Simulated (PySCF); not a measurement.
CH₅Si (SMILES [CH2][SiH3]), doublet, at a GFN2-xTB geometry; CAMB3LYP/6-31G* (PySCF).

The PySCF input:
```python
from pyscf import gto, scf, dft

mol = gto.M(
    atom='''
C     1.259539   -0.138707    0.003344
Si   -0.572538    0.065096   -0.002598
H     1.943862    0.690529   -0.023106
H     1.730563   -1.105604    0.044180
H    -1.145051   -0.396883    1.270890
H    -0.904062    1.476375   -0.200625
H    -1.167021   -0.743522   -1.075023
''',
    basis='6-31g*',
    charge=0,
    spin=1,
    verbose=4,
)

mf = dft.UKS(mol)
mf.xc = 'camb3lyp'
mf.grids.atom_grid = (99, 590)
mf.grids.prune = None
mf.kernel()
```

The log (banner, timings and long lists left out):

```
PySCF version 2.14.0

[INPUT] verbose = 4
[INPUT] num. atoms = 7
[INPUT] num. electrons = 25
[INPUT] charge = 0
[INPUT] spin (= nelec alpha-beta = 2S) = 1
[INPUT] symmetry False subgroup None
[INPUT] Mole.unit = angstrom
[INPUT] Symbol           X                Y                Z      unit          X                Y                Z       unit  Magmom
[INPUT]  1 C      1.259539000000  -0.138707000000   0.003344000000 AA    2.380183753209  -0.262118241560   0.006319244161 Bohr   0.0
[INPUT]  2 Si    -0.572538000000   0.065096000000  -0.002598000000 AA   -1.081940015906   0.123013611805  -0.004909508472 Bohr   0.0
[INPUT]  3 H      1.943862000000   0.690529000000  -0.023106000000 AA    3.673366803949   1.304910691070  -0.043664011834 Bohr   0.0
[INPUT]  4 H      1.730563000000  -1.105604000000   0.044180000000 AA    3.270290111306  -2.089288762224   0.083488100183 Bohr   0.0
[INPUT]  5 H     -1.145051000000  -0.396883000000   1.270890000000 AA   -2.163832788659  -0.750000173496   2.401634034448 Bohr   0.0
[INPUT]  6 H     -0.904062000000   1.476375000000  -0.200625000000 AA   -1.708429579627   2.789944407155  -0.379126303741 Bohr   0.0
[INPUT]  7 H     -1.167021000000  -0.743522000000  -1.075023000000 AA   -2.205350071616  -1.405052947589  -2.031499047608 Bohr   0.0

nuclear repulsion = 56.2971894283834
number of shells = 24
number of NR pGTOs = 98
number of NR cGTOs = 42
basis = 6-31g*
ecp = {}

******** <class 'pyscf.dft.uks.UKS'> ********
method = UKS
initial guess = minao
damping factor = 0
level_shift factor = 0
DIIS = <class 'pyscf.scf.diis.CDIIS'>
diis_start_cycle = 1
diis_space = 8
diis_damp = 0
SCF conv_tol = 1e-09
SCF conv_tol_grad = None
SCF max_cycles = 50
direct_scf = True
direct_scf_tol = 1e-13
number electrons alpha = 13  beta = 12
XC library pyscf.dft.libxc version 7.1.2
    S. Lehtola, C. Steigemann, M. J. T. Oliveira, and M. A. L. Marques,  SoftwareX 7, 1–5 (2018)
XC functionals = camb3lyp
    T. Yanai, D. P. Tew, and N. C. Handy,  Chem. Phys. Lett. 393, 51 (2004)
radial grids:
    Treutler-Ahlrichs [JCP 102, 346 (1995); DOI:10.1063/1.469408] (M4) radial grids

becke partition: Becke, JCP 88, 2547 (1988); DOI:10.1063/1.454033
pruning grids: None
grids dens level: 3
symmetrized grids: False
atomic radii adjust function: <function treutler_atomic_radii_adjust>
User specified grid scheme (99, 590)
small_rho_cutoff = 0
Set gradient conv threshold to 3.16228e-05
tot grids = 408872
init E= -330.29224681521

cycle= 1 E= -330.475351528043  delta_E= -0.183  |g|= 0.12  |ddm|= 1.46
cycle= 2 E= -330.483240357087  delta_E= -0.00789  |g|= 0.0734  |ddm|= 0.179
cycle= 3 E= -330.486447716244  delta_E= -0.00321  |g|= 0.0175  |ddm|= 0.0823
cycle= 4 E= -330.486755167614  delta_E= -0.000307  |g|= 0.00307  |ddm|= 0.0267
cycle= 5 E= -330.486773689443  delta_E= -1.85e-05  |g|= 0.00116  |ddm|= 0.00838
cycle= 6 E= -330.486776086183  delta_E= -2.4e-06  |g|= 0.000302  |ddm|= 0.00345
cycle= 7 E= -330.486776227585  delta_E= -1.41e-07  |g|= 8.74e-05  |ddm|= 0.000826
cycle= 8 E= -330.486776241216  delta_E= -1.36e-08  |g|= 1.54e-05  |ddm|= 0.000267
cycle= 9 E= -330.48677624165  delta_E= -4.34e-10  |g|= 3.75e-06  |ddm|= 4.77e-05
Extra cycle  E= -330.486776241675  delta_E= -2.43e-11  |g|= 1.7e-06  |ddm|= 8.41e-06
converged SCF energy = -330.486776241675  <S^2> = 0.75376299  2S+1 = 2.0037595
```
